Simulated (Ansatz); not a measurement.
Li3Sn2, relaxed as a doublet with UKS PBE0-D4/def2-TZVP in Ansatz, starting from the GFN2-xTB geometry. Force threshold 0.02 eV/Å.

In the def2 sets Sn takes a core potential; there is no spin–orbit coupling. The structure comes from a short search, and lower isomers may exist.

Start:

```xyz
5

Li   -0.1117    2.0201    0.5385
Li    0.8136    0.2308   -1.1174
Li    1.7017    0.3075    1.3237
Sn   -1.0066   -0.7797    0.8233
Sn   -1.3970   -1.7787   -1.5680
```

```
step  energy (eV)  largest force component (eV/Å)  SCF passes
   1  -12276.9097                           0.891          28
   2  -12277.2511                           0.282          34
   3  -12277.3608                           0.140          34
   4  -12277.3972                           0.080          33
   5  -12277.4395                           0.215          34
   6  -12277.5038                           0.308          34
   7  -12277.5212                           0.310          36
   8  -12277.5704                           0.188          44
   9  -12277.5944                           0.074          36
  10  -12277.5953                           0.289          39
  11  -12277.5971                           0.074          39
  12  -12277.5983                           0.031          34
  13  -12277.5986                           0.015          31
```

Force components are those of the run's own axes.

End:

```tsv
atom	x (Å)	y (Å)	z (Å)
Li1	-0.807	1.601	0.073
Li2	1.103	-0.207	-1.397
Li3	1.770	0.402	1.792
Sn4	-0.300	-1.026	0.894
Sn5	-1.767	-0.770	-1.362
```

Bonds lost: Li1–Li3, Li2–Li3 (atoms count from 1). Bonds formed: Li1–Sn5 (atoms count from 1).

No frequencies were taken in this run, so the end may be a saddle point.

It took 82 s on 2 threads of Arm Neoverse V2 on a shared host.
